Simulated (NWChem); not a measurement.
Species: HSeSI; SMILES S[Se]I

```xyz
4

Se     0.7258    -1.0282     0.0037
I     -0.1184     1.3856     0.0064
S     -1.0692    -2.2596     0.0513
H     -1.2943    -2.3242    -1.2844
```
Atoms are numbered in this order, from 1.

Results from NWChem. Pople sets run with spherical d functions. Coordinates come from a PBE0/def2-SVP (def2 core potentials past Kr) optimisation.

**Question.** Order these by “dipole (D)”, lowest first: B3LYP/STO-3G, non-relativistic; B3LYP/3-21G, non-relativistic; B3LYP/6-311G**, non-relativistic.

**Answer.** B3LYP/6-311G**, non-relativistic (1.33), B3LYP/3-21G, non-relativistic (1.48), B3LYP/STO-3G, non-relativistic (2.02)
